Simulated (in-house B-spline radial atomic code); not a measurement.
## Excitations of As3+ by several methods

Full response, energies in eV; labels give the largest channel, * marks a mixed state, a dash one above the method's threshold, and an imaginary frequency an unstable closed-shell reference. Computed with a B-spline radial code for spherical atoms: linear response of the closed shell [Ar] 3d10 4s2 with each method's own kernel (bare exchange for TDHF, static screening on G0W0 levels for BSE, the adiabatic kernel for functionals); non-relativistic, point nucleus, no spin-orbit coupling, no double excitations, S, P, D and F terms only; shells from n = 2 respond. Only terms of natural parity with L up to 3 were computed.

Without relativity these are model numbers for so heavy an element.

```json
{"method": "TDHF", "4s → 4p 3P": "7.132", "4s → 4p 1P": "12.638", "4s → 4d 3D": "23.985", "α (bohr³)": "8.243"}
{"method": "BSE on G0W0@HF", "4s → 4p 3P": "8.657", "4s → 4p 1P": "13.444", "4s → 4d 3D": "25.940", "α (bohr³)": "7.311"}
{"method": "LDA VWN5", "4s → 4p 3P": "?", "4s → 4p 1P": "?", "4s → 4d 3D": "?", "α (bohr³)": "?"}
{"method": "PBE", "4s → 4p 3P": "9.280", "4s → 4p 1P": "13.592", "4s → 4d 3D": "24.537", "α (bohr³)": "7.145"}
{"method": "PBE0", "4s → 4p 3P": "8.859", "4s → 4p 1P": "13.305", "4s → 4d 3D": "24.532", "α (bohr³)": "7.442"}
{"method": "B3LYP (VWN-RPA)", "4s → 4p 3P": "9.158", "4s → 4p 1P": "13.583", "4s → 4d 3D": "24.645", "α (bohr³)": "7.153"}
{"method": "CAM-B3LYP", "4s → 4p 3P": "9.072", "4s → 4p 1P": "13.525", "4s → 4d 3D": "24.785", "α (bohr³)": "7.196"}
{"method": "LC-wPBE", "4s → 4p 3P": "?", "4s → 4p 1P": "?", "4s → 4d 3D": "?", "α (bohr³)": "?"}
{"method": "wB97X", "4s → 4p 3P": "9.867", "4s → 4p 1P": "13.497", "4s → 4d 3D": "25.713", "α (bohr³)": "7.214"}
{"method": "HSE06", "4s → 4p 3P": "8.971", "4s → 4p 1P": "13.378", "4s → 4d 3D": "24.643", "α (bohr³)": "7.362"}
{"method": "BHandHLYP", "4s → 4p 3P": "8.656", "4s → 4p 1P": "13.285", "4s → 4d 3D": "24.559", "α (bohr³)": "7.472"}
{"method": "BLYP", "4s → 4p 3P": "9.400", "4s → 4p 1P": "13.799", "4s → 4d 3D": "24.524", "α (bohr³)": "6.941"}
{"method": "PBEsol", "4s → 4p 3P": "9.171", "4s → 4p 1P": "13.544", "4s → 4d 3D": "24.588", "α (bohr³)": "7.185"}
{"method": "BP86", "4s → 4p 3P": "9.220", "4s → 4p 1P": "13.598", "4s → 4d 3D": "24.644", "α (bohr³)": "7.135"}
{"method": "LDA exchange-only", "4s → 4p 3P": "8.904", "4s → 4p 1P": "13.734", "4s → 4d 3D": "24.224", "α (bohr³)": "6.995"}
{"method": "B97-1", "4s → 4p 3P": "9.449", "4s → 4p 1P": "13.390", "4s → 4d 3D": "25.093", "α (bohr³)": "7.356"}
{"method": "RPBE", "4s → 4p 3P": "8.998", "4s → 4p 1P": "13.413", "4s → 4d 3D": "24.256", "α (bohr³)": "7.336"}
{"method": "OLYP", "4s → 4p 3P": "8.420", "4s → 4p 1P": "13.239", "4s → 4d 3D": "23.815", "α (bohr³)": "7.524"}
```

(1) What does LC-wPBE give?

(2) What does LDA VWN5 give?

Results:

(1) 4s → 4p 3P: 8.657; 4s → 4p 1P: 13.191; 4s → 4d 3D: 24.816; α: 7.501 (eV, bohr³).

(2) 4s → 4p 3P: 9.656; 4s → 4p 1P: 13.782; 4s → 4d 3D: 25.170; α: 6.934 (eV, bohr³).
